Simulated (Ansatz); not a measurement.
Job for Ansatz (a program for electronic structure): R-CCSD(T)/def2-SVPD on CH10GeSi (a complex), monomers drawn apart or pushed together. The run froze 20 orbitals, filled d shells among them.

Ansatz 0.2 input:
```yaml
crystal:
  periodic: [false, false, false]
  atoms:
    - {symbol: Ge, position_ang: [0.18697764, -0.15005688, 0.20538804]}
    - {symbol: H, position_ang: [0.70287154, -1.19526948, 1.20462870]}
    - {symbol: H, position_ang: [0.86880589, -0.35826398, -1.15466851]}
    - {symbol: H, position_ang: [0.49694520, 1.25767441, 0.73187328]}
    - {symbol: H, position_ang: [-1.33266865, -0.31165876, 0.04504240]}
    - {symbol: C, position_ang: [-1.36737685, 0.39608035, 5.17950896]}
    - {symbol: Si, position_ang: [0.38380579, -0.00414491, 5.72220097]}
    - {symbol: H, position_ang: [-1.52996850, 1.47500795, 5.15464356]}
    - {symbol: H, position_ang: [-2.09263658, -0.03900816, 5.86965528]}
    - {symbol: H, position_ang: [-1.57534640, 0.00018355, 4.18441475]}
    - {symbol: H, position_ang: [1.37379744, 0.65142945, 4.83511219]}
    - {symbol: H, position_ang: [0.62075767, -1.46753153, 5.68607239]}
    - {symbol: H, position_ang: [0.61381653, 0.47255924, 7.10822121]}
basis:
  gaussian:
    orbitals: def2-SVPD
magnetization: {spin_polarized: false}
correlation: {method: ccsd_t, electrons: outside_noble_gas}
scf: {lower_state_search: off}
```

The log:

```
Functional definition: HF
[...]
these checks for a lower state are left out or cut short: stability, starts, cluster_reference, orbital_swaps, neighbouring_geometries, increment
integrals: 0.52 GiB planned
1588 factors; integrals over basis functions are off by at most 1.3e-3 eV
mean field: 0.64 GiB planned
mean field evaluation 1: about -65511.9661 eV, gradient 2.3e1 eV
mean field evaluation 2: about -65512.0286 eV, gradient 2.3e1 eV
mean field evaluation 4: about -65513.8624 eV, gradient 2.6e0 eV
mean field evaluation 8: about -65513.8893 eV, gradient 1.4e-1 eV
mean field -65513.88933563 eV, -2407.5910261754 hartree, gradient 9.5e-6 eV, S^2 0.000000; 0 other end points of the search recorded, 0 dependent functions left out
20 core orbitals not correlated
reference -65513.88933563 eV, -2407.5910261754 hartree; 11, 11 occupied and 131, 131 virtual orbitals, 1588 factors
second order -10.56036978 eV of doubles, -0.00000000 eV of singles
coupled cluster: 1.17 GiB planned
cycle   1  -12.00284128 eV  change    -1.4e0 eV  update   8.5e-2
cycle   2  -12.51191632 eV  change   -5.1e-1 eV  update   2.8e-2
cycle   3  -12.53695650 eV  change   -2.5e-2 eV  update   6.7e-3
cycle   4  -12.53445788 eV  change    2.5e-3 eV  update   2.3e-3
cycle   5  -12.53384516 eV  change    6.1e-4 eV  update   6.3e-4
cycle   6  -12.53374763 eV  change    9.8e-5 eV  update   1.8e-4
cycle   7  -12.53375868 eV  change   -1.1e-5 eV  update   4.7e-5
cycle   8  -12.53376615 eV  change   -7.5e-6 eV  update   1.4e-5
perturbative correction -0.30676432 eV, -0.0112733806 hartree
Total energy: -65526.72986609 eV, -2408.0629069662 hartree
Checks for a lower state left out: stability, starts, cluster_reference, orbital_swaps, neighbouring_geometries, increment
```

The calculation finished and met its thresholds.

Cost: roughly 27 core-seconds.
